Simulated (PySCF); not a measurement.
Compound: C7H7PSe.
Geometry (PBE0-D3(BJ)/def2-SVP, Å), atoms numbered from 1 in this order:
```
atom  x, y, z in Å
C1     2.628   -2.104    0.868
C2     1.943   -1.325    0.236
P3     0.987   -0.210   -0.732
Se4    1.476   -0.157   -2.756
C5     0.318    1.070    0.300
C6     0.505    2.393    0.920
C7    -0.572    0.097    0.057
C8    -1.941   -0.311    0.246
C9    -2.439   -1.430   -0.298
H10    3.237   -2.796    1.422
H11    0.838    3.116    0.159
H12   -0.424    2.762    1.380
H13    1.292    2.348    1.689
H14   -2.576    0.343    0.855
H15   -1.811   -2.080   -0.914
H16   -3.483   -1.719   -0.152
```

Method used: PySCF 2.14.0, PBE0-D3(BJ)/def2-SVP geometry optimisation, gas phase.

Take the most abundant isotopes and a rigid rotor. The values belong to one conformer with, in the numbering `[CH:1]#[C:2][P@:3]1(=[Se:4])[C:5]([CH3:6])=[C:7]1[CH:8]=[CH2:9]`, C5–C7–C8–C9 175°.

Task: What are A, B and C (cm⁻¹)?

Result: Ia = 478.51, Ib = 768.36, Ic = 818.66 u·Å²; 505379 MHz·u·Å²/I gives 1056, 657.7 and 617.3 MHz, that is A = 0.03523, B = 0.02194, C = 0.02059 cm⁻¹.

Task: Classify the top.

Result: An asymmetric top. Ray's parameter κ = (2B − A − C)/(A − C) = -0.816; −1 is the prolate and +1 the oblate limit.

Task: What does the inertial defect say?

Result: Not planar: Δ = Ic − Ia − Ib = -428.21 u·Å². For a rigid frame Δ = −2 Σ m c², so Σ m c² = 214.10 u·Å² lies off the ab plane: 40.47 from hydrogen and 173.64 from heavier atoms. The atom farthest from that plane is 3.30 Å away.

Task: Give the other two planar moments, Paa and Pbb, and the rms extents of the mass along the axes.

Result: Paa = Σ m a² = (Ib + Ic − Ia)/2 = 554.26 and Pbb = Σ m b² = (Ia + Ic − Ib)/2 = 264.40 u·Å². With the mass M = 201.95 u, the rms extents √(P/M) along a, b and c are 1.66, 1.14, 1.03 Å.

Task: Where do the levels up to J = 4 lie, in K?

Result: Above 0(0,0), as E/k:
J = 1: 1(0,1) 0.061, 1(1,1) 0.080, 1(1,0) 0.082
J = 2: 2(0,2) 0.183, 2(1,2) 0.201, 2(1,1) 0.207, 2(2,1) 0.264, 2(2,0) 0.264
J = 3: 3(0,3) 0.366, 3(1,3) 0.381, 3(1,2) 0.393, 3(2,2) 0.448, 3(2,1) 0.448, 3(3,1) 0.548, 3(3,0) 0.548
J = 4: 4(0,4) 0.610, 4(1,4) 0.622, 4(1,3) 0.641, 4(2,3) 0.692, 4(2,2) 0.694, 4(3,2) 0.793, 4(3,1) 0.793, 4(4,1) 0.933, 4(4,0) 0.933

Task: Which types of transition are allowed, and where do some lines up to J = 3 fall?

Result: The dipole components are |μa| = 4.76 D, |μb| = 1.39 D, |μc| = 0.28 D. Intensities carry the squares of the components, which stand as 1.00 : 0.09 : 0.00 (a : b : c). Some lines, for components of 0.1 D or more:

| type | branch | J(Ka,Kc) | MHz | lower level (cm⁻¹) |
| --- | --- | --- | --- | --- |
| c | Q | 3(1,3) ← 3(0,3) | 310 | 0.255 |
| c | Q | 2(1,2) ← 2(0,2) | 361 | 0.127 |
| c | Q | 1(1,1) ← 1(0,1) | 398 | 0.043 |
| c | Q | 3(2,2) ← 3(1,2) | 1137 | 0.273 |
| a | R | 1(0,1) ← 0(0,0) | 1275 | 0.000 |
| b | Q | 2(2,1) ← 2(1,2) | 1317 | 0.140 |
| b | Q | 3(2,2) ← 3(1,3) | 1379 | 0.265 |
| b | R | 1(1,1) ← 0(0,0) | 1673 | 0.000 |
| c | R | 1(1,0) ← 0(0,0) | 1714 | 0.000 |
| b | Q | 3(3,0) ← 3(2,1) | 2081 | 0.312 |
| b | Q | 3(3,1) ← 3(2,2) | 2095 | 0.311 |
| a | R | 2(1,2) ← 1(1,1) | 2510 | 0.056 |
| a | R | 2(0,2) ← 1(0,1) | 2547 | 0.043 |
| a | R | 2(1,1) ← 1(1,0) | 2591 | 0.057 |
| b | R | 3(1,2) ← 2(2,1) | 2689 | 0.183 |
| c | R | 2(1,1) ← 1(0,1) | 3029 | 0.043 |
| b | R | 3(0,3) ← 2(1,2) | 3453 | 0.140 |
| a | R | 3(1,3) ← 2(1,2) | 3763 | 0.140 |
| b | R | 2(2,1) ← 1(1,0) | 3786 | 0.057 |
| a | R | 3(0,3) ← 2(0,2) | 3814 | 0.127 |
| c | R | 2(2,1) ← 1(1,1) | 3826 | 0.056 |
| b | R | 2(2,0) ← 1(1,1) | 3829 | 0.056 |
| c | R | 3(1,2) ← 2(0,2) | 4366 | 0.127 |
| c | R | 3(2,2) ← 2(1,2) | 5142 | 0.140 |
| b | R | 3(2,1) ← 2(1,2) | 5156 | 0.140 |
| b | R | 3(3,1) ← 2(2,0) | 5917 | 0.184 |
| b | R | 3(3,0) ← 2(2,1) | 5920 | 0.183 |

Stationary, but not proved a minimum. No vibrational averaging or centrifugal distortion is included, and the geometry carries the error of its method. A rigid rotor knows nothing of internal rotation, which can split or shift real lines.
